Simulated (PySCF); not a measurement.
[V(H2O)6]2+ holds V(II), d3, at total charge +2. The structure is a model geometry with rigid ligands and bond lengths from ionic radii and bond length changed to 0.92 of its base value, not a minimum; coordination octahedral, point group Th, metal–donor distances 1.98 Å.

```
19

V     0.000    0.000    0.000
O     0.000    0.000    1.978
H     0.775    0.000    2.553
H    -0.775    0.000    2.553
O     0.000    0.000   -1.978
H     0.775    0.000   -2.553
H    -0.775    0.000   -2.553
O     1.978    0.000    0.000
H     2.553    0.775    0.000
H     2.553   -0.775    0.000
O    -1.978    0.000    0.000
H    -2.553    0.775    0.000
H    -2.553   -0.775    0.000
O     0.000    1.978    0.000
H     0.000    2.553    0.775
H     0.000    2.553   -0.775
O     0.000   -1.978    0.000
H     0.000   -2.553    0.775
H     0.000   -2.553   -0.775
```

Method (PySCF 2.14, density fitting): CASSCF(3,5) with orbitals averaged over all microstates of the shell, strongly contracted NEVPT2 on the averaged canonical orbitals; basis x2c-TZVPall on the metal, x2c-SVPall elsewhere; spin-free X2C; gas phase; spin-orbit coupling by state interaction with the mean-field operator over all roots.

(1) What is the ground state?

(2) List the excited states of the same spin.

(3) Which is the lowest state of another spin?

(4) What ligand-field parameters describe the result?

(5) What magnetic behaviour follows?

The job took 13 s on one thread of Arm Neoverse V1 (shared host), with 192 basis functions, launched as `OMP_NUM_THREADS=1 python lf_run.py task.json out`.

## Answers

(1) 4Ag (S = 3/2, orbital degeneracy 1), with 3.0 electrons in the lower (t2g-type) set and 0.0 in the upper (eg-type) set, by NEVPT2.

(2) By NEVPT2: 4Tg at 19014 cm⁻¹ (526 nm); 4Tg at 26643 cm⁻¹ (375 nm); 4Tg at 41159 cm⁻¹ (243 nm). All are electric-dipole forbidden at this geometry.

(3) 2Eg at 14256 cm⁻¹ by NEVPT2; CASSCF alone puts it at 16058 cm⁻¹ above the same ground state.

(4) At CASSCF level (the NEVPT2 levels don't fit a ligand-field model well): orbital energies 0, 0, 0, 17972, 17972 cm⁻¹; 10Dq = 17972 cm⁻¹; B = 897 cm⁻¹; C = 3392 cm⁻¹; B over its free-ion value at the same level 0.929; rms of the fit 343 cm⁻¹; ζ = 168 cm⁻¹ (free ion 174).

(5) The ground multiplet follows a spin Hamiltonian with S = 3/2, g = 1.982, 1.982, 1.982, D = 0 (spin-orbit part alone); the lowest levels hold 100 % of the spin-free ground state. μeff is 3.86 μB at 300 K and 3.84 μB at 10 K; the spin-only value is 3.88 μB.
